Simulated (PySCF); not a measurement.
## Ionisation energy of Cs⁴⁵⁺ by level of theory

Cs⁴⁵⁺ [Ne] → Cs⁴⁶⁺ [He] 2s2 2p5 [2p1/2^2 2p3/2^3, M_J = 3/2], as a difference of total energies. All numbers are calculated (PySCF 2.14, the two-component X2C-1e Hamiltonian, in an uncontracted even-tempered set (17 s from 24 bohr⁻², ratio 2.4; 13 p from 31 bohr⁻², ratio 2.4; 5 d from 120 bohr⁻², ratio 2.6; 4 f from 170 bohr⁻², ratio 2.6)). Correlated levels: nothing frozen; the 32 highest virtual spinors dropped. "Screened" scales the spin-orbit matrix elements by Boettger's factors to mimic the two-electron term; Breit and QED terms are absent.

```tsv
method	ionisation energy (eV)
GHF (spin-free)	8109.3
GMP2 (spin-free)	8110.8
GHF (screened spin-orbit)	7995.8
GMP2 (screened spin-orbit)	7997.4
```

For this ion Breit and QED terms and the two-electron picture change, all absent here, outweigh the correlation shift from GHF to GMP2.

The spin-free rows lack the spin-orbit shift.

For comparison: 7989 ± 4 eV (theoretical estimate listed by NIST; NIST Atomic Spectra Database, ionization energies).
